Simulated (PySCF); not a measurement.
Simulation results for CH4BGeN, CH5BGeN, CH6BGeN, CH3BGe and others

Computed with PySCF 2.14.0. Calculation on a computer-drawn molecule: the log of a Hartree-Fock and frozen-core CCSD(T) single point meant for a local Hartree-Fock minimum, with one planted fault or none, to be diagnosed. Offsets are logged minus clean, where the clean run is the same molecule without the fault. The reference is restricted for singlets and unrestricted otherwise, and also for a bond in bohr or an excited solution. Adding or removing an electron swaps singlet and doublet. The excited solution moves the top pair (singlet) or top alpha electron (doublet) to the lowest empty orbital. Highest occupied and lowest empty are orbital energies over both spins, largest force is the largest gradient component, triples share is (T) over the correlation energy, the T1 limit is 0.02 restricted and 0.045 unrestricted, electrons count all cores, a negative frequency is imaginary (commonest isotopes), and the dipole is about the centre of nuclear charge; on germanium a core potential holds 10 electrons, which the energies leave out, and 3d is frozen in MP2 and coupled-cluster steps.

Common to all runs: meant basis and core potential on germanium cc-pVDZ-PP ECP10MDF; logged SCF converged yes; possible faults no fault, one electron removed, one electron added, multiplicity raised by two, geometry at a saddle point, SCF held on an excited solution, minimal basis STO-3G, one bond length entered in bohr, all coordinates scaled.

(1) CH4BGeN

Logged structure:
```xyz
8
CH4BGeN
C     -1.5569    -1.7224    -1.2450
B     -0.9296    -0.6895    -0.5571
N     -0.3116     0.3407     0.1285
Ge    -1.0915     1.8209     0.9754
H     -1.7504    -1.6662    -2.3101
H     -1.8818    -2.6281    -0.7460
H      0.6912     0.2887     0.1807
H     -3.8740     1.0324     0.2561
```

- meant charge: 0
- meant multiplicity: 1
- meant basis: cc-pVDZ
- logged electrons: 54
- logged basis functions: 85
- logged spin squared: 0.9089
- logged highest occupied: -7.7372 eV
- logged lowest empty: 0.27025 eV
- logged largest force: 0.0066316 hartree/bohr
- logged T1 diagnostic: 0.036183
- logged D1 diagnostic: 0.16768
- logged triples share: 0.038329
- logged CC converged: yes
- logged dipole magnitude: 2.989 debye
- logged SCF stable within its kind: yes
- logged energy HF: -412.61535 hartree
- logged energy CCSD(T): -413.10987 hartree
- planted fault: one bond length entered in bohr, row 7 of the drawn bonds
- HF energy offset from clean run: 48.82 kcal/mol
- CCSD(T) energy offset from clean run: 60.21 kcal/mol

Drawn bonds:
| atom | other atom | order |
| --- | --- | --- |
| 1 | 2 | 2 |
| 2 | 3 | 1 |
| 3 | 4 | 1 |
| 1 | 5 | 1 |
| 1 | 6 | 1 |
| 3 | 7 | 1 |
| 4 | 8 | 1 |

(2) CH4BGeN

Logged structure:
```xyz
8
CH4BGeN
C     -1.5569    -1.7224    -1.2450
B     -0.9296    -0.6895    -0.5571
N     -0.3116     0.3407     0.1285
Ge    -1.0915     1.8209     0.9754
H     -1.7504    -1.6662    -2.3101
H     -1.8818    -2.6281    -0.7460
H      0.6912     0.2887     0.1807
H     -2.5639     1.4036     0.5948
```

* meant charge: 0
* meant multiplicity: 1
* meant basis: cc-pVDZ
* logged electrons: 55
* logged basis functions: 85
* logged spin squared: 0.7646
* logged highest occupied: -0.94172 eV
* logged lowest empty: 7.5788 eV
* logged largest force: 0.059025 hartree/bohr
* logged T1 diagnostic: 0.017436
* logged D1 diagnostic: 0.066061
* logged triples share: 0.033396
* logged CC converged: yes
* logged dipole magnitude: 1.903 debye
* logged SCF stable within its kind: yes
* logged energy HF: -412.70121 hartree
* logged energy CCSD(T): -413.22176 hartree
* planted fault: one electron added
* HF energy offset from clean run: -5.06 kcal/mol
* CCSD(T) energy offset from clean run: -10 kcal/mol

Drawn bonds:
| atom | other atom | order |
| --- | --- | --- |
| 1 | 2 | 2 |
| 2 | 3 | 1 |
| 3 | 4 | 1 |
| 1 | 5 | 1 |
| 1 | 6 | 1 |
| 3 | 7 | 1 |
| 4 | 8 | 1 |

(3) CH5BGeN

Logged structure:
```xyz
9
CH5BGeN
C     -0.5529    -1.7113    -1.7325
B      0.0875    -1.3272    -0.4643
Ge     0.9842    -0.8309     1.3803
N      1.9139     0.7472     1.5955
H     -0.5129    -1.0445    -2.6744
H     -1.1302    -2.7055    -1.8467
H      0.9265    -1.7554     2.6865
H      2.0476     1.4751     0.8259
H      2.3751     1.0177     2.5204
```

* meant charge: 1
* meant multiplicity: 1
* meant basis: cc-pVDZ
* logged electrons: 54
* logged basis functions: 90
* logged spin squared: 0
* logged highest occupied: -13.487 eV
* logged lowest empty: -4.746 eV
* logged largest force: 0.043316 hartree/bohr
* logged T1 diagnostic: 0.024285
* logged D1 diagnostic: 0.080553
* logged triples share: 0.039217
* logged CC converged: yes
* logged dipole magnitude: 0.55419 debye
* logged SCF stable within its kind: yes
* logged energy HF: -412.95769 hartree
* logged energy CCSD(T): -413.48939 hartree
* planted fault: all coordinates scaled, by +6.3 %
* HF energy offset from clean run: 21.1 kcal/mol
* CCSD(T) energy offset from clean run: 10.08 kcal/mol

Drawn bonds:
| atom | other atom | order |
| --- | --- | --- |
| 1 | 2 | 2 |
| 2 | 3 | 1 |
| 3 | 4 | 1 |
| 1 | 5 | 1 |
| 1 | 6 | 1 |
| 3 | 7 | 1 |
| 4 | 8 | 1 |
| 4 | 9 | 1 |

Notes: T1 above single-reference limit.

(4) CH6BGeN

Logged structure:
```xyz
10
CH6BGeN
C     -2.6570    -0.0274     0.6389
B     -1.5103    -0.7029     0.2510
Ge     0.1513    -1.7565    -0.3441
N      1.2161    -2.0599     1.1298
H     -2.6249     0.9617     1.0856
H     -3.6469    -0.4564     0.5137
H      0.9963    -0.9644    -1.3419
H     -0.3527    -3.0381    -1.0329
H      0.3092    -2.8981     2.5750
H      2.0455    -2.5945     0.9333
```

- meant charge: 0
- meant multiplicity: 1
- meant basis: cc-pVDZ
- logged electrons: 56
- logged basis functions: 95
- logged spin squared: 0.8178
- logged highest occupied: -8.8396 eV
- logged lowest empty: 1.8378 eV
- logged largest force: 0.019256 hartree/bohr
- logged T1 diagnostic: 0.057939
- logged D1 diagnostic: 0.31001
- logged triples share: 0.039339
- logged CC converged: yes
- logged dipole magnitude: 1.7633 debye
- logged SCF stable within its kind: yes
- logged energy HF: -413.68812 hartree
- logged energy CCSD(T): -414.22203 hartree
- planted fault: one bond length entered in bohr, row 8 of the drawn bonds
- HF energy offset from clean run: 81.87 kcal/mol
- CCSD(T) energy offset from clean run: 88.32 kcal/mol

Drawn bonds:
| atom | other atom | order |
| --- | --- | --- |
| 1 | 2 | 2 |
| 2 | 3 | 1 |
| 3 | 4 | 1 |
| 1 | 5 | 1 |
| 1 | 6 | 1 |
| 3 | 7 | 1 |
| 3 | 8 | 1 |
| 4 | 9 | 1 |
| 4 | 10 | 1 |

Notes: T1 above single-reference limit.

(5) CH3BGe

Logged structure:
```xyz
6
CH3BGe
C     -1.4969    -0.0074    -1.4713
B     -0.4842     0.6993    -0.8182
Ge     0.9962     1.6588     0.2352
H     -1.8713     0.2805    -2.4487
H     -1.9605    -0.8843    -1.0290
H      1.1580     2.7180    -0.9286
```

- meant charge: 0
- meant multiplicity: 1
- meant basis: cc-pVDZ
- logged electrons: 46
- logged basis functions: 66
- logged spin squared: 2.0203
- logged highest occupied: -6.6713 eV
- logged lowest empty: -0.53893 eV
- logged largest force: 0.082552 hartree/bohr
- logged T1 diagnostic: 0.026294
- logged D1 diagnostic: 0.10264
- logged triples share: 0.034183
- logged CC converged: yes
- logged dipole magnitude: 5.6043 debye
- logged SCF stable within its kind: yes
- logged energy HF: -357.53697 hartree
- logged energy CCSD(T): -357.84315 hartree
- planted fault: multiplicity raised by two
- HF energy offset from clean run: 31.48 kcal/mol
- CCSD(T) energy offset from clean run: 51.82 kcal/mol

Drawn bonds:
| atom | other atom | order |
| --- | --- | --- |
| 1 | 2 | 2 |
| 2 | 3 | 1 |
| 1 | 4 | 1 |
| 1 | 5 | 1 |
| 3 | 6 | 1 |

(6) CH3BClGe

Logged structure:
```xyz
7
CH3BClGe
C      1.1986    -0.7230    -0.1852
B      1.0990     0.5204     0.4295
Ge     0.7354     2.2455     1.4180
Cl     2.2906     2.7538     2.8544
H      0.5807    -1.5630     0.1171
H      1.8993    -0.9167    -0.9910
H      0.5190     3.4987     0.5758
```

* meant charge: 0
* meant multiplicity: 2
* meant basis: cc-pV(D+d)Z
* logged electrons: 63
* logged basis functions: 89
* logged spin squared: 1.7758
* logged highest occupied: -6.6366 eV
* logged lowest empty: -0.31548 eV
* logged largest force: 0.086419 hartree/bohr
* logged dipole magnitude: 3.8814 debye
* logged SCF stable within its kind: no
* logged energy HF: -817.0656 hartree
* planted fault: SCF held on an excited solution
* HF energy offset from clean run: 47.41 kcal/mol

Drawn bonds:
| atom | other atom | order |
| --- | --- | --- |
| 1 | 2 | 2 |
| 2 | 3 | 1 |
| 3 | 4 | 1 |
| 1 | 5 | 1 |
| 1 | 6 | 1 |
| 3 | 7 | 1 |

Notes: coupled-cluster numbers left out as unreliable.
